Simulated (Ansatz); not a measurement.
Energy needed to pull apart ZnHO (SMILES [O][ZnH]), doublet, into free ground-state atoms, from the structure below (displaced at random from a GFN2-xTB minimum); no zero-point or spin–orbit terms; open-shell atoms are treated unrestricted, in their ground-state multiplicity.

```
3
angstrom
O -1.2246 0.7013 -0.6469
Zn 0.0905 0.3630 0.1408
H 0.9805 -0.8620 0.5395
```

Program: Ansatz 0.2.0. Basis: def2-TZVPP. Cores are frozen in the correlated methods; orbitals are unrestricted. The 3s and 3p shells of Cu and Zn are frozen; filled d shells are correlated.

```tsv
method	atomization energy (kcal/mol)
PBE-D4	?
BLYP-D4	85.2
r2SCAN-D4	93.1
PBE0-D4	82.6
r2SCAN0-D4	84.7
wB97M-V	84.2
HF	?
MP2	81.3
CCSD	75.0
CCSD(T)	78.0
```

Problem. What does PBE-D4 give? (To be estimated.)

Solution. By the calculation: 90.6 kcal/mol, which is about 12.6 kcal/mol more than CCSD(T)/def2-TZVPP.

Problem. What does HF give? (An estimate is asked for; the value comes from the calculation.)

Solution. By the calculation: 32.1 kcal/mol, which is about 45.8 kcal/mol less than CCSD(T)/def2-TZVPP.

In triple zeta the MP2 and coupled-cluster atomization energies are still short of their basis limit by a few kcal/mol a bond, whereas those of the functionals are nearly converged, so these differences are not deviations from converged CCSD(T).

The T1 diagnostic stays at or below 0.027. ⟨S²⟩ of the unrestricted Hartree–Fock references: 0.76 (a pure state has 0.75).

For scale, one of the runs: CCSD(T)/def2-TZVPP forces, 109 basis functions (an equivalent command: `ansatz run in.yaml --threads 4`). The run took 4.1 min on 4 CPU threads (shared host), with 2.1 GiB of host memory at its peak.
